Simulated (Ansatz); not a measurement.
Two isomers of C2H5NSi: A = `C#CN[SiH3]`, B = `C#C[SiH2]N`.

Program: Ansatz. Geometries: PBE0-D4/def2-TZVP. ΔE: electronic, gas phase. CBS: MP2 limit from def2 TZ/QZ plus the TZ coupled-cluster correction, frozen cores. Functionals use def2-TZVPP. B3LYP here is the variant with VWN-RPA as its local correlation; programs differ in this. Each species was taken in one conformer, which may not be the lowest.

A:

```xyz
9

C    -2.3187    0.4238    0.1757
C    -1.2644   -0.1510    0.1059
N    -0.0652   -0.7366    0.0243
Si    1.4250    0.1519   -0.1192
H    -3.2559    0.9206    0.2379
H    -0.0623   -1.7442    0.0537
H     2.4859   -0.8830   -0.1847
H     1.4267    0.9826   -1.3487
H     1.6289    1.0358    1.0552
```

B:

```xyz
9

C     0.300    1.676    1.722
C    -0.054    0.975    0.805
Si   -0.576   -0.104   -0.586
N     0.439   -1.450   -0.889
H     0.611    2.296    2.531
H    -0.597    0.741   -1.803
H    -1.928   -0.611   -0.254
H     0.453   -2.219   -0.238
H     1.353   -1.304   -1.287
```

(1) Which is lower in electronic energy at CCSD(T)/CBS, and by how much? (Best estimate.)

(2) Give E(B) − E(A) in kJ/mol with PBE-D4, BLYP-D4, PBE0-D4, CCSD/def2-TZVPP, CCSD(T)/def2-TZVPP, LDA (SPW92), B3LYP-D4. (Estimate.)

(3) Does the order hold for the free energy at 298.15 K (harmonic terms from PBE0-D4)? (An estimate is asked.)

Largest T1 diagnostic: 0.012.

Results:

(1) The calculation gave: B, by 99.0 kJ/mol.

(2) The calculation gave: PBE-D4 -79.5, BLYP-D4 -82.7, PBE0-D4 -81.5, CCSD/def2-TZVPP -95.8, CCSD(T)/def2-TZVPP -96.8, LDA (SPW92) -67.9, B3LYP-D4 -83.8. None reverses the order clearly.

(3) The calculation gave: Yes: G(B) − G(A) = -91.5 kJ/mol, for one conformer each.

At CCSD(T), def2-SVP lies +25.0 kJ/mol from the extrapolated value and def2-TZVPP +2.2 kJ/mol. In def2-TZVPP, CCSD(T) changes the Hartree–Fock value by −7.2 kJ/mol (the triples alone add −1.0 kJ/mol) and MP2 by −9.4 kJ/mol.
